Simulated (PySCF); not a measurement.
**Ions at one geometry of TaO(OH)3**

PySCF 2.14.0, RKS PBE, Ta def2-SVP with ECP60, O def2-SVP, H def2-SVP; non-relativistic Hamiltonian with scalar-relativistic core potentials where named; density fitting; no spin-orbit coupling; singlets restricted, open shells unrestricted. The geometry is relaxed for charge 0, singlet, vacuum:

```xyz
8

Ta   -0.3400    0.0000    0.1743
O     0.5561    0.0000    1.6702
O     0.1506    1.5789   -0.8137
H     0.8015    2.2665   -0.5952
O    -2.2261    0.0000    0.5693
H    -2.6950    0.0000    1.4199
O     0.1506   -1.5789   -0.8137
H     0.8015   -2.2665   -0.5952
```

Energies count from the relaxed state; an electron taken off or put on is at rest in vacuum. Charges and spins are Mulliken's.

```csv
state,energy (eV),spin squared,charge on Ta1 (e),spin on Ta1 (e),dipole about the centre of mass (D)
"charge 0, singlet, vacuum",0.00,0.00,0.85,0.00,0.12
"charge +1, doublet, vacuum",10.59,0.76,1.11,-0.08,0.12
```

Task: What does the state charge -1, doublet, vacuum give?

Result: energy (eV) 1.07, spin squared 0.75, charge on Ta1 (e) -0.01, spin on Ta1 (e) 0.87, dipole about the centre of mass (D) 0.08.

With an electron taken off (doublet) the charges change, summed by element, by Ta +0.25 e, O +0.57 e, H +0.17 e. The vertical ionisation energy is 10.59 eV, against −ε(HOMO) = 7.44 eV of the relaxed state. The level lies 3.2 eV too high, as is usual for semilocal functionals and global hybrids, which keep a self-interaction error.

With an electron put on (doublet) the charges change, summed by element, by Ta -0.86 e, O +0.11 e, H -0.25 e. The vertical electron affinity is -1.07 eV, against −ε(LUMO) = 1.03 eV of the relaxed state. The basis has no diffuse functions, which an added electron needs. The added electron's level lies above zero.

Open shells may have lower solutions than those found. Hard to converge, so the more doubtful: charge +1, doublet, vacuum.

No other spin state of this charge was computed.
